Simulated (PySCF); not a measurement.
## From computed data to an observable: oscillator strength and radiative lifetime

Ga(H)(F)(Et) (C2H6FGa), SMILES C[CH2][GaH][F].

Geometry: PBE-D3(BJ)/def2-SVP. The structure was generated by enumeration; whether it is a known compound was not checked. The values are those of a single conformer.

TDA-B3LYP/def2-SVPD (PySCF) puts the first singlet state with f over 0.02 at 6.81 eV (vertical), with the transition dipole (-0.571, -0.631, 0.000) in atomic units.

**Question.** Find the oscillator strength, the wavelength and the radiative lifetime that this transition would have in vacuum if emission retraced absorption.

**Answer.** 
|μ|² = 0.7242 au, so |μ| = 2.16 D. ΔE = 6.81/27.211 = 0.2503 hartree. f = (2/3) ΔE |μ|² = 0.121 (the program prints 0.121).
λ = 1239.84/6.81 = 182 nm; ν = 54926 cm⁻¹.
Einstein's coefficient A = 0.6670 ν² f s⁻¹ (ν in cm⁻¹) = 2.4e8 s⁻¹, so τ = 1/A = 4.1 ns. This state is S2; the lower singlet has f = 0.000. The figure is the radiative limit of this one transition; relaxation, internal conversion, crossing to triplets and a medium change what is measured.
